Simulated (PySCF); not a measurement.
Compound: C3H8ClNSi2.
InChI=1S/C3H8ClNSi2/c4-7-3(6)1-2-5/h3H,1,7H2,6H3/t3-/m0/s1

Level of theory: TDDFT B3LYP/def2-SVPD, vertical, gas phase, core orbitals frozen in the response in PySCF. The structure is a single GFN2-xTB conformer in the gas phase; no vibrational or solvent corrections. Torsions of this conformer, `[N:1]#[C:2][CH2:3][C@@H:4]([SiH3:5])[SiH2:6][Cl:7]`: C2–C3–C4–Si5 -64°, C3–C4–Si6–Cl7 55°.

Relations used (vacuum, state to state): A = 0.6670 f ν̃² s⁻¹ (ν̃ in cm⁻¹); τ = 1/A; f = (2/3) ΔE |μ|² in atomic units; ∫σ dE = 109.76 f Mb·eV.

These lifetimes count emission to the ground state at the vertical energy alone; relaxation of the geometry and all other decay channels are left out.

Energies and rates of the computed singlets with f of 0.002 or more:

| state | λ (nm) | A (s⁻¹) |
| --- | --- | --- |
| S1 | 177.6 | 6.46×10⁷ |
| S2 | 172.3 | 5.40×10⁷ |
| S3 | 168.6 | 1.49×10⁷ |
| S4 | 162.9 | 8.54×10⁶ |
| S5 | 162.6 | 5.57×10⁶ |
| S6 | 160.8 | 1.37×10⁷ |
| S7 | 159.6 | 1.79×10⁷ |
| S8 | 157.3 | 5.80×10⁶ |

Q: Which f and |μ| stand behind these rates?

A: f = A / (0.6670 ν̃²), and |μ| follows from f:

```
state       f  |μ| (D)       τ     main configurations (H = HOMO, L = LUMO)
   S1   0.031     1.07   15 ns                                    H→L (98%)
   S2   0.024     0.94   19 ns                                  H→L+1 (95%)
   S3  0.0064     0.48   67 ns                                  H-1→L (97%)
   S4  0.0034     0.34  120 ns                                  H→L+2 (78%)
   S5  0.0022     0.28  180 ns  H-2→L+1 (38%), H-1→L+1 (12%), H-2→L+2 (10%)
   S6  0.0053     0.43   73 ns                    H-2→L (80%), H-1→L+1 (9%)
   S7  0.0069     0.48   56 ns                 H-1→L+1 (69%), H-2→L+1 (13%)
   S8  0.0022     0.27  170 ns    H-3→L+1 (29%), H-2→L+2 (20%), H→L+3 (13%)
```

Q: What is the integrated cross-section of all computed states together?

A: Σf = 0.081 over S1 to S8, so 109.76 × Σf ≈ 8.88 Mb·eV.

Q: By what factor does the largest A in the list exceed the smallest?

A: S1 has 12 times the rate of S5.

Q: How much energy does a mole of photons resonant with S1 carry?

A: 6.980 eV × 96.485 = 673 kJ/mol (161 kcal/mol).

The run took 81 s on Arm Neoverse N1, one thread, no GPU, shared host, and the process peaked at 0.87 GiB of memory.
